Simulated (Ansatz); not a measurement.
Name a neutral molecule of As, C, O, Si and H with LUMO energy (B3LYP/def2-TZVPP) between -0.20 and 0.10 eV and HOMO–LUMO gap (PBE/def2-TZVPP) between 5.25 and 5.55 eV (Ansatz, PBE0-D4/def2-TZVP geometry).

`O[SiH2]C[AsH2]` (-0.13 eV, 5.41 eV). Other molecules can fit too; these were computed, each in one conformer that needn't be the lowest.

B3LYP here is the variant with VWN-RPA as its local correlation; programs differ in this.
